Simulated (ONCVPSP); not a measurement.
## Plane-wave convergence, ONCV potential for aluminium (Al)

```json
{
 "Element": "aluminium",
 "Generator": "ONCVPSP 4.0.1",
 "Type": "optimised norm-conserving Vanderbilt (ONCV)",
 "Functional": "PBE",
 "Relativity": "scalar-relativistic",
 "Frozen core": "[Ne]",
 "Valence charge": "3",
 "Reference configuration": "3s2 3p1",
 "Partial waves": "3s: rc 1.65 bohr, ncon 3, nbas 6, qcut 5 1/bohr, 3 projectors, debl 0.3 Ha; 3p: rc 1.75 bohr, ncon 4, nbas 9, qcut 5.6 1/bohr, 2 projectors, debl 3.4 Ha; d scattering state at 0.28 Ha: rc 1.45 bohr, ncon 5, nbas 8, qcut 7.2 1/bohr, 1 projector",
 "Local potential": "polynomial inside 1.05 bohr (lpopt 5, dvloc0 1 Ha)",
 "Core correction": "Teter function, fcfact 6, rcfact 1.92"
}
```

Q: For each optimised wave give the share of its norm inside rc, the residual kinetic energy above qcut (Ha) and the cutoffs (Ha) for errors of 10, 1, 0.1 and 0.01 mHa per electron.

A:

| wave | norm inside rc | residual KE | 10 mHa | 1 mHa | 0.1 mHa | 0.01 mHa |
| --- | --- | --- | --- | --- | --- | --- |
| 3s | 0.177 | 1.7e-05 | 3.6 | 5.8 | 7.5 | 28.7 |
| s projector 2 | 0.027 | 6.9e-06 | 1.4 | 5.1 | 8.0 | 11.7 |
| s projector 3 | 0.048 | 4.5e-05 | 3.7 | 7.1 | 11.0 | 27.9 |
| 3p | 0.094 | 4.4e-05 | 1.3 | 2.6 | 13.6 | 60.5 |
| p projector 2 | 0.137 | 1.6e-02 | 19.5 | 105.7 | 121.2 | 175.0 |
| d projector 1 | 0.048 | 6.0e-05 | 6.8 | 15.7 | 23.9 | 81.2 |

The occupied waves need 5.8 Ha and 14 Ha for 1 and 0.1 mHa. The cutoffs count occupied waves only; projector 2 of the p channel, the hardest unoccupied one, needs 106 Ha at the loose tolerance. Note: ghosts flagged at negative energy: s at -113.0 eV; GHOST(+) flagged for s at 131.7 eV. A true bound ghost makes a file unfit for plane-wave use. Its largest configuration-test error is -367 meV.
